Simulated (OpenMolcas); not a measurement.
An OpenMolcas run meant for Se V (ANO-R2, X2C; inactive shells 1s 2s 2p 3s 3p 3d; intended active space 2 electrons in 9 orbitals (RAS2 4s 4p; RAS3 4d, at most 2 electrons)). One step of its input:

```
&CASPT2
Multistate=3 1 2 3
Frozen=3 6
IPEA=0.25
Imaginary=0.1
MaxIter=60
WThr=0.0 0.3 0.05
PrWF=0.5
NoMix
Deleted=15 17
```

The run finished. Its levels beside those of a sound run (SS-RASPT2, IPEA 0.25 Eh, imaginary shift 0.1 Eh (closed shells correlated: 3d)), in eV above each run's lowest level:

| Level | This run | Usual run |
| --- | --- | --- |
| 4s² ¹S₀ | 0.0000 | 0.0000 |
| 4s 4p ³P°₀ | 10.7474 | 10.9990 |
| 4s 4p ³P°₁ | 10.9208 | 11.1715 |
| 4s 4p ³P°₂ | 11.3026 | 11.5542 |
| 4s 4p ¹P°₁ | 16.2717 | 16.1636 |
| 4p² ³P₀ | 25.8477 | 26.0035 |
| 4p² ¹D₂ | 25.9388 | 26.1622 |
| 4p² ³P₁ | 26.0806 | 26.2400 |
| 4p² ³P₂ | 26.5459 | 26.7205 |

Which setting is unsound, and how much does it matter here?

Nearly half of the orbitals are deleted from the virtual space, which removes much of the correlation energy. Against the sound run the excited levels shown move by 1600 cm-1 on average and by 2000 cm-1 at most.

CASPT2 breaks the degeneracy within a term, and the mean is taken; among the terms shown or strongly mixed into the levels shown the widest spread is 590 cm-1 (4s 4p ¹P°, this run). Active for correlation alone: 4d; no level in the range computed is led by a configuration that fills it, so any true level of that kind is missing. Some terms mix strongly with configurations of 4d, whose occupation reaches 0.21 (4p² ¹D). Levels of configurations outside the active space are missing.

° marks odd parity.
